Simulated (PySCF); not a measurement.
Geometry:
```tsv
atom	x (Å)	y (Å)	z (Å)
O1	-2.333	-1.629	-0.139
S2	-1.983	-0.267	-0.385
O3	-2.477	0.384	-1.563
O4	-2.498	0.622	0.876
C5	-0.267	-0.091	-0.199
C6	0.481	0.702	-0.964
C7	1.903	0.699	-0.638
C8	2.271	-0.100	0.374
Si9	0.758	-1.014	1.076
H10	-3.057	1.324	0.542
H11	0.087	1.302	-1.771
H12	2.581	1.320	-1.205
H13	3.297	-0.172	0.692
H14	0.803	-2.453	0.840
H15	0.427	-0.618	2.443
```

Geometry: GFN2-xTB; GIAO shifts from PySCF, gas phase, non-relativistic, averaged over equivalent atoms.

At BHandHLYP/pcseg-1 (164 basis functions, 22 s wall time on 1 thread of an Arm Neoverse V1, shared host):
```tsv
atoms	δ (ppm)
O1/O3	204.5
O4	203.9
C6	159.9
C7	151.2
C8	149.6
C5	149.3
Si9	-45.8
H11	7.54
H12	7.14
H13	6.90
H14/H15	4.66
H10	4.63
```

Shifts are taken against calculated references (same method and geometry level): $^{17}$O (σref 339.95) vs H2O; $^{13}$C (σref 196.91) and $^{29}$Si (σref 351.27) and $^{1}$H (σref 32.05) against TMS.

Question: Predict the values at PBE0/pcSseg-1 on the same geometry.

Answer: 
```
  atoms  δ at PBE0/pcSseg-1  change
  O1/O3               234.2   +29.7
     O4               219.4   +15.5
     C6               157.9    -2.0
     C7               153.9    +2.7
     C8               148.7    -0.9
     C5               147.9    -1.4
    Si9               -42.3    +3.5
    H11                7.55   +0.01
    H12                7.33   +0.19
    H13                6.91   +0.01
H14/H15                4.87   +0.21
    H10                4.64   +0.01
```

Scale: $^{17}$O (336.08 ppm) vs H2O; $^{13}$C (186.93 ppm) and $^{29}$Si (349.16 ppm) and $^{1}$H (31.72 ppm) vs TMS (reference shieldings calculated alike).

The largest change is at O1/O3 (S=O oxygen). Cost: 197 basis functions, 94 s wall time on 1 thread of an Intel Xeon, shared host. The order of the carbon signals is the same at both levels.

Experimental scales use liquid or dissolved standards, which lie at an offset from isolated H2O (liquid H2O: subtract about 36 ppm).
